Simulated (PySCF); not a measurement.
# A search over the determinants of RbF⁺

Unrestricted PBE0; basis Rb def2-SVP with ECP28, F def2-SVP; scalar-relativistic core potentials; PySCF 2.14. Outer shells of the fragments: Rb+ closed shells only; F 2s2 2p5.

Followed along the bond (rough minima from three points):

```tsv
2Ms+1	unpaired	⟨S²⟩ at the start	R at minimum (Å)	Te (eV)
2	π ↑	0.75	3.00	0.00
2	σ ↑	0.75	3.26	0.15
```

Solutions found at the starting distance of 2.775 Å, counted from the lowest of them; the search is not exhaustive and high or unbound solutions are not listed, so other states can lie among these:

```json
{"2Ms+1": "2", "unpaired": "π ↑", "term": "²Π", "E (eV)": "0.00", "⟨S²⟩": "0.75", "⟨Lz²⟩": "1.00", "μ (D)": "-2.05"}
{"2Ms+1": "2", "unpaired": "σ ↑", "term": "²Σ⁺", "E (eV)": "0.16", "⟨S²⟩": "0.75", "⟨Lz²⟩": "0.00", "μ (D)": "-2.23"}
```

A term symbol is given only where ⟨S²⟩ and ⟨Lz²⟩ are close to those of a pure state; real π, δ and φ orbitals otherwise mix terms. A positive dipole points towards F; it is taken about the centre of mass and depends on that origin.

Spin–orbit coupling is left out.
